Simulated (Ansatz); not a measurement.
The input (input.yaml):

```yaml
crystal:
  periodic: [false, false, false]
  atoms:
    - { symbol: Ga, position_ang: [0.0, 0.0, 0.0] }
    - { symbol: H, position_ang: [1.0314, 0.0, 1.4384] }
    - { symbol: C, position_ang: [2.1439, 0.0, 0.3949] }
    - { symbol: H, position_ang: [2.4735, -1.0462, 0.2247] }
    - { symbol: H, position_ang: [2.0074, 0.508, -0.5825] }
    - { symbol: H, position_ang: [2.9135, 0.5381, 0.9867] }
    - { symbol: "N", position_ang: [-1.6714, 0.0, -0.965] }
    - { symbol: H, position_ang: [-2.3403, -0.8164, -0.8664] }
    - { symbol: H, position_ang: [-1.9204, 0.8164, -1.5936] }
basis:
  gaussian: { orbitals: def2-SVP }
hamiltonian:
  xc: r2scan
  dispersion: d4
relax:
  f_tol: 0.15
  max_steps: 25
  restrain:
    - { distance: [1, 2], at: 1.11, k: 30.0 }
    - { distance: [0, 1], at: 2.77, k: 30.0 }
    - { distance: [0, 2], at: 3.18, k: 30.0 }
output:
  orbitals: {}
```

Launched with:

```bash
$ ansatz run input.yaml --threads 2 --pin off --max-ram 3072MiB --backend cpu --events-out ev --progress --plain --runs-dir out
```

Hardware: 2 threads of Arm Neoverse V2 (shared host).

Roughly how long does this run take, and how much memory?

48 s, with a peak of 0.14 GiB, for 19 ionic steps.
